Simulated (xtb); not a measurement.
C$_{2}$H$_{6}$Se$_{2}$, charge +1, doublet, from a rough starting geometry (a state made from the parent by changing its charge; the spin is typed, not shown lowest); xtb with GFN2-xTB.

Here is a job for xtb.
```
$ xtb mol.xyz --gfn 2 --chrg 1 --uhf 1 --opt vtight --json

# file mol.xyz
10

C      1.99325231    -0.34413151    -0.26579200
Se     1.01391534     1.30281420     0.18445750
Se    -0.93203815     0.97253117    -1.03137744
C     -2.01832342     0.09413147     0.32282396
H      3.04050535    -0.14187096     0.01609814
H      1.96956825    -0.56496422    -1.30647971
H      1.63819569    -1.14945932     0.33014586
H     -2.89187717    -0.30223645    -0.18414875
H     -2.36463178     0.83605193     1.09209616
H     -1.38559843    -0.69911439     0.88094004
```

Output, abridged:

```
   ID    Z sym.   atoms
    1    6 C      1, 4
    2   34 Se     2, 3
    3    1 H      5-10

           -------------------------------------------------
          |                Calculation Setup                |
           -------------------------------------------------

           -------------------------------------------------
          |                 G F N 2 - x T B                 |
           -------------------------------------------------

          ...................................................
          :                      SETUP                      :
          :.................................................:
          :  # basis functions                  34          :
          :  # atomic orbitals                  32          :
          :  # shells                           16          :
          :  # electrons                        25          :
          :  max. iterations                   250          :
          :  Hamiltonian                  GFN2-xTB          :
          :  restarted?                      false          :
          :  GBSA solvation                  false          :
          :  PC potential                    false          :
          :  electronic temp.          300.0000000     K    :
          :  accuracy                    1.0000000          :
          :  -> integral cutoff          0.2500000E+02      :
          :  -> integral neglect         0.1000000E-07      :
          :  -> SCF convergence          0.1000000E-05 Eh   :
          :  -> wf. convergence          0.1000000E-03 e    :
          :  Broyden damping             0.4000000          :
          :  net charge                          1          :
          :  unpaired electrons                  1          :
          ...................................................

 iter      E             dE          RMSdq      gap      omega  full diag
   1    -13.3276880 -0.133277E+02  0.396E+00    3.68       0.0  T
   2    -13.3048315  0.228565E-01  0.532E+00    3.56       1.0  T
   3    -13.3121874 -0.735586E-02  0.469E+00    3.58       1.0  T
   4    -13.3363452 -0.241579E-01  0.110E+00    3.63       1.0  T
   5    -13.3362009  0.144381E-03  0.112E+00    3.62       1.0  T
   6    -13.3373555 -0.115464E-02  0.406E-01    3.62       1.0  T
   7    -13.3373127  0.428349E-04  0.423E-01    3.62       1.0  T
   8    -13.3374060 -0.933096E-04  0.312E-01    3.62       1.0  T
   9    -13.3374786 -0.726076E-04  0.178E-01    3.62       1.0  T
[...]
 * total energy  :   -13.2515625 Eh     change       -0.9397610E-05 Eh
 * total energy  :   -13.2515659 Eh     change       -0.3353930E-05 Eh
 * total energy  :   -13.2515691 Eh     change       -0.3285694E-05 Eh
 * total energy  :   -13.2515713 Eh     change       -0.2164431E-05 Eh
 * total energy  :   -13.2515756 Eh     change       -0.4336543E-05 Eh
 * total energy  :   -13.2515794 Eh     change       -0.3764658E-05 Eh
 * total energy  :   -13.2515830 Eh     change       -0.3633034E-05 Eh
 * total energy  :   -13.2515857 Eh     change       -0.2690646E-05 Eh
 * total energy  :   -13.2515845 Eh     change        0.1201538E-05 Eh
 * total energy  :   -13.2515870 Eh     change       -0.2507121E-05 Eh
 * total energy  :   -13.2515873 Eh     change       -0.2460211E-06 Eh
 * total energy  :   -13.2515874 Eh     change       -0.9737307E-07 Eh
   *** GEOMETRY OPTIMIZATION CONVERGED AFTER 43 ITERATIONS ***
         :: total energy             -13.251587379247 Eh    ::
[...]
     4   6 C        3.743    -0.129    23.063     6.851
     5   1 H        0.925     0.127     1.561     1.954
     6   1 H        0.925     0.119     1.625     1.993
     7   1 H        0.925     0.119     1.625     1.993
     8   1 H        0.925     0.127     1.561     1.954
     9   1 H        0.925     0.119     1.625     1.994
    10   1 H        0.925     0.119     1.625     1.993

 Mol. C6AA /au·bohr⁶  :       2227.823598
 Mol. C8AA /au·bohr⁸  :     109862.534559
 Mol. α(0) /au        :         78.093170

Wiberg/Mayer (AO) data.
largest (>0.10) Wiberg bond orders for each atom

 ---------------------------------------------------------------------------
     #   Z sym  total        # sym  WBO       # sym  WBO       # sym  WBO
 ---------------------------------------------------------------------------
     1   6 C    3.950 --     2 Se   1.052     5 H    0.953     6 H    0.952
                             7 H    0.952
     2  34 Se   2.768 --     3 Se   1.592     1 C    1.052
     3  34 Se   2.768 --     2 Se   1.592     4 C    1.052
     4   6 C    3.950 --     3 Se   1.052     8 H    0.953     9 H    0.952
                            10 H    0.952
     5   1 H    0.982 --     1 C    0.953
     6   1 H    0.986 --     1 C    0.952
     7   1 H    0.986 --     1 C    0.952
     8   1 H    0.982 --     4 C    0.953
     9   1 H    0.986 --     4 C    0.952
    10   1 H    0.986 --     4 C    0.952
 ---------------------------------------------------------------------------

Topologies differ in total number of bonds
Writing topology from bond orders to xtbtopo.mol

molecular dipole:
                 x           y           z       tot (Debye)
 q only:        0.012       0.001       0.007
   full:        0.012       0.000       0.007       0.035
molecular quadrupole (traceless):
                xx          xy          yy          xz          yz          zz
 q only:       13.144      -0.844      -6.670      -1.593       1.081      -6.473
  q+dip:       13.289      -0.789      -6.683      -1.506       0.004      -6.606
   full:       14.033      -0.847      -7.066      -1.610       0.157      -6.967

optimized geometry written to: xtbopt.xyz

           -------------------------------------------------
          | TOTAL ENERGY              -13.251587379247 Eh   |
          | GRADIENT NORM               0.000100910928 Eh/α |
          | HOMO-LUMO GAP               3.128123183817 eV   |
           -------------------------------------------------
```
